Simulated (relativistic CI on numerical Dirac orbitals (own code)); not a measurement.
V4+ in a cubic cluster: 3p photoemission with charge transfer

Computed with a charge-transfer multiplet model of a cubic metal-ligand cluster with up to 2 ligand holes, Slater and spin-orbit integrals from Dirac-Coulomb-Breit ions, Slater integrals scaled by 0.8. The ground state mixes d1 with configurations of k ligand holes L, whose averages lie at kΔ + k(k − 1)U_dd/2; a core hole lowers each added d electron by U_cd. 300 K, Lorentzian 0.9 eV and Gaussian 0.8 eV FWHM.

Atomic integrals in eV (Slater integrals scaled, ζ unscaled), ground: F2dd 8.057, F4dd 5.049, zeta_d 0.029; with the core hole: F2dd 8.057, F4dd 5.049, zeta_d 0.033, zeta_core 0.604, F2cd 9.897, G1cd 12.128, G3cd 7.527. Where a configuration has fewer than two d electrons, the dd integrals are those of d2.

Cluster parameters (eV): Δ = 1.9, U_dd = 5.5, U_cd = 6.1, 10Dq = 1.1, 10Dq(ligand) = 1.1, final-state hopping factor = 0.8.

| Case | n_d | d1 | d2L | d3L2 | S |
| --- | --- | --- | --- | --- | --- |
| V(eg) = 2.75 eV, V(t2g) = -1.38 eV | 1.78 | 0.35 | 0.52 | 0.13 | 0.50 |
| V(eg) = 3.35 eV, V(t2g) = -1.68 eV | 1.83 | 0.32 | 0.52 | 0.15 | 0.50 |
| V(eg) = 3.65 eV, V(t2g) = -1.83 eV | 1.85 | 0.31 | 0.53 | 0.16 | 0.50 |

Weights, n_d and S are thermal averages at 300 K. Binding energies count from the first peak over 30 % of the highest in each spectrum, which can be another peak from case to case. The parameters are a model scan and need not match a compound or its usual spin state. Peaks in eV (height, largest 100):
- V(eg) = 2.75 eV, V(t2g) = -1.38 eV: 0.0 (100), 1.7 (85), 10.2 (16), 13.2 (25), 17.6 (9), 19.8 (5)
- V(eg) = 3.35 eV, V(t2g) = -1.68 eV: 0.0 (100), 2.2 (81), 13.9 (22), 18.3 (6)
- V(eg) = 3.65 eV, V(t2g) = -1.83 eV: 0.0 (100), 2.1 (80), 13.9 (19), 18.5 (5)

For the case V(eg) = 2.75 eV, V(t2g) = -1.38 eV, Δ = 1.9 eV is smaller than U_dd = 5.5 eV, the charge-transfer side of the Zaanen-Sawatzky-Allen scheme. With the core hole the average of the configuration with one ligand hole lies at Δ − U_cd = -4.2 eV before mixing: the effective hopping of about 4.7 eV (from the holes of the mixed ground state) is comparable with this gap or larger, so the configurations mix strongly.

With at most 2 ligand holes the space is cut while the next configuration still counts, so covalency is underestimated, and a final configuration with one more ligand hole, which can lie low, is missing from the spectra.
